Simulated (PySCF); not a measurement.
Isomers of C8H12ClF, from PBE0-D3(BJ)/def2-SVP geometry optimisation, gas phase in PySCF 2.14.0. One conformer each, no zero-point energy, no frequencies.

Question: Which is lower in electronic energy at this level?
A. `[F:1][C@@H:2]1[CH2:3][C@@H:4]2[CH2:5][CH2:6][C@@H:7]2[CH2:8][C@H:9]1[Cl:10]` with F1–C2–C3–C4 -154°, C2–C3–C4–C5 158°, C3–C4–C5–C6 -97°, C4–C5–C6–C7 -15°: A = 1530, B = 969.4, C = 753.3 MHz, dipole 1.47 D
B. `C[C@@H]1C[C@]2(Cl)C[C@H]1C[C@H]2F`: A = 1740, B = 1025, C = 763.4 MHz, dipole 3.21 D

Answer: B. That is `C[C@@H]1C[C@]2(Cl)C[C@H]1C[C@H]2F`, 15.5 kcal/mol below the other.

```
                            SMILES                                                                mapped SMILES      E (Eh)  relative (kcal/mol)  relative (kJ/mol)  dipole (D)
 C[C@@H]1C[C@]2(Cl)C[C@H]1C[C@H]2F   [CH3:1][C@@H:2]1[CH2:3][C@:4]2([Cl:5])[CH2:6][C@H:7]1[CH2:8][C@H:9]2[F:10]  -871.09107                  0.0                0.0        3.21
F[C@@H]1C[C@@H]2CC[C@@H]2C[C@H]1Cl  [F:1][C@@H:2]1[CH2:3][C@@H:4]2[CH2:5][CH2:6][C@@H:7]2[CH2:8][C@H:9]1[Cl:10]  -871.06638                 15.5               64.8        1.47
```

As drawn, the higher has a four-membered ring, which the lower lacks.
